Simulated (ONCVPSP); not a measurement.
Ni (Z = 28): one change to an ONCV potential, before and after

Ni (Z = 28), optimised norm-conserving Vanderbilt (ONCV), made with ONCVPSP 4.0.1 (PW91, scalar-relativistic). Core [Ne], reference 3s2 3p6 3d8 4s1.5 (charge +0.5). Waves: 3s+4s: rc 1.10 bohr, ncon 5, nbas 9, qcut 9 1/bohr, 2 projectors; 3p: rc 1.15 bohr, ncon 4, nbas 7, qcut 11.2 1/bohr, 3 projectors, debl 2.7 Ha; 3d: rc 1.55 bohr, ncon 4, nbas 9, qcut 8.6 1/bohr, 3 projectors, debl 0.6 Ha. Local part: polynomial inside 0.70 bohr (lpopt 1, dvloc0 0 Ha). Core correction: Teter function, fcfact 2.25, rcfact 1.45.

In the p channel the program set the typed energies aside and used -2.786, 0.250, 2.950 Ha.

All-electron outer shells of the reference configuration (PW91, scalar-relativistic, ld1.x):

| shell | level (eV) | outermost node (bohr) | outermost maximum (bohr) |
| --- | --- | --- | --- |
| 2p | -849.39 | – | 0.16 |
| 3s | -115.42 | 0.30 | 0.64 |
| 3p | -75.81 | 0.27 | 0.65 |
| 3d | -13.29 | – | 0.63 |
| 4s | -9.35 | 0.92 | 2.18 |

Change: s: rc 0.82.

Cutoffs: the cutoffs (Ha) at which the residual kinetic energy of the hardest occupied pseudo-wave falls to 1 and 0.1 mHa per electron; they do not see the model core or the augmentation charge, which bear on the density cutoff. Errors are all-electron minus pseudo energies relative to the spin-unpolarised reference configuration.

Q: What does the change do?

A: The potential gets harder (43 Ha and 171 Ha → 293 Ha and 344 Ha); of the 4 tests that both files solve, the error grows in 1 and shrinks in 1 by more than 15 % and 0.3 meV (median size 3.8 → 4.4 meV); neither file shows a bound ghost. A smaller radius makes the pseudo-wave follow the all-electron one further in, where it bends more sharply, so more plane waves are needed.

| quantity | base | changed |
| --- | --- | --- |
| cutoff, loose | 43 Ha | 293 Ha |
| cutoff, tight | 171 Ha | 344 Ha |
| loose cutoff by channel | s 43 Ha, p 42 Ha, d 35 Ha | s 293 Ha, p 42 Ha, d 35 Ha |
| bound ghosts | none | none |
| GHOST(+) flags under 300 eV | none | none |
| error for 3s2 3p6 3d8 4s2, meV [ΔE -3.75 eV] | +0.8 | +0.9 |
| error for 3s2 3p6 3d8 4s1, meV [ΔE 5.64 eV] | +0.4 | +0.5 |
| error for 3s2 3p6 3d8 4s0, meV [ΔE 23.05 eV] | +6.8 | +7.9 |
| error for 3s1 3p6 3d8 4s2, meV [ΔE 115.66 eV] | -484 | -376 |
| p: phases at 1.17 bohr within 0.05 rad from the reference energy up to (Ha; the scan ends near 5) | to the end of the scan | to the end of the scan |
| d: phases at 1.57 bohr within 0.05 rad from the reference energy up to (Ha; the scan ends near 5) | to the end of the scan | to the end of the scan |
| rms error of d²Exc/dni dnj with the model core, mHa | 1.01 | 0.77 |
